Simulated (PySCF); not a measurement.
Computed IR spectrum (relative IR intensity) of a molecule C₂H₆O₂Si. The structure is a stationary point at PBE0-D3(BJ)/def2-SVP. The values are those of a single conformer. Method: PBE0-D3(BJ)/def2-SVP run with PySCF. Frequencies are harmonic and unscaled.

Lines under 2 % of the strongest are left out, and lines within 2 cm⁻¹ are merged.

```csv
ν (cm⁻¹),relative intensity
87,4.6
121,56
263,9.4
598,6.5
693,58
701,20
773,77
825,35
852,54
857,14
932,9.8
991,80
1073,73
1196,4.9
1260,3.9
1469,2.1
2207,100
3022,29
3029,19
3122,21
3951,79
```

### Question
Which structure fits?
(A) O=CC[SiH2]O
(B) C=CO[SiH2]O
(C) O[SiH]1COC1
(D) C[SiH2]C(=O)O

### Answer
C, O[SiH]1COC1
